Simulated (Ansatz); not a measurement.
Cost and result up the ladder for B(NH2tBu)H3 (C₄H₁₄BN) (20 atoms). The state is a singlet with charge 0. Geometry: PBE-D4/def2-SVP.

Cartesian coordinates in Å:
```
B -1.140 1.917 0.400
C 0.239 -0.424 -0.085
C -0.038 -1.935 -0.055
C 0.635 0.023 -1.496
C 1.323 -0.055 0.934
N -1.044 0.286 0.301
H -1.344 -0.082 1.217
H -1.778 -0.014 -0.360
H -0.346 -2.271 0.958
H 0.871 -2.503 -0.332
H -0.838 -2.214 -0.773
H -0.158 -0.221 -2.233
H 0.809 1.114 -1.531
H 1.560 -0.501 -1.808
H 1.512 1.035 0.933
H 1.027 -0.350 1.962
H 2.263 -0.585 0.686
H -2.318 2.117 0.714
H -0.876 2.377 -0.712
H -0.360 2.284 1.279
```

Ansatz on 4 threads of Arm Neoverse V1 on a shared host. Times are rough, and most runs start from the orbitals of an earlier one. ωB97X-V/def2-TZVP serves as the yardstick here, not as an exact answer. Differences are given only for rows in sets of like size (and for xTB, whose basis is part of the method), since another set adds its own error. Binding counts from free atoms at the same level (B doublet, C triplet, N quartet, H doublet; other spins of the atoms weren't run), without zero-point energy or a counterpoise term.

HSE06 is defined as in plane-wave codes, on full-range PBE exchange. Correlated methods freeze 6 core orbitals. The rows differ in basis, and correlated rows in double-zeta sets carry the largest basis error. Another isomer (singlet) lies 0.65 eV lower at PBE0-D4/def2-TZVP; other spin states weren't run for this one.

Correlated methods converge slowly with the basis, most of all in double-zeta sets.

| level | functions | binding energy per atom (eV) | difference from ωB97X-V/def2-TZVP (eV) |
| --- | --- | --- | --- |
| PBE0-D4/def2-TZVP | 270 | 3.89 | 0.01 |
| ωB97X-V/def2-TZVP | 270 | 3.88 | 0.00 |
| PBE-D4/def2-TZVP (with forces) | 270 | 3.93 | 0.05 |
| BLYP-D4/def2-TZVP | 270 | 3.86 | -0.02 |
| r2SCAN-D4/def2-TZVP | 270 | 3.88 | 0.00 |
| HF/STO-3G | 44 | 3.70 | – |
| PBE-D4/def2-SVP | 154 | 3.97 | – |
| HSE06-D4/def2-TZVP | 270 | 3.89 | 0.01 |
| CCSD(T)/def2-SVP | 154 | 3.73 | – |
| PBE0-D4/def2-SVP | 154 | 3.93 | – |
| MP2/def2-TZVP | 270 | 3.76 | -0.12 |

Problem. Estimate how long each takes.

Solution. HF/STO-3G 0.2 s; PBE-D4/def2-SVP 1.9 s; PBE0-D4/def2-SVP 2.4 s; BLYP-D4/def2-TZVP 3.9 s; PBE-D4/def2-TZVP (with forces) 4.1 s; HSE06-D4/def2-TZVP 5 s; MP2/def2-TZVP 5.5 s; PBE0-D4/def2-TZVP 6 s; r2SCAN-D4/def2-TZVP 7 s; ωB97X-V/def2-TZVP 13 s; CCSD(T)/def2-SVP 42 s. On shared hardware such times vary by a factor of up to 3.
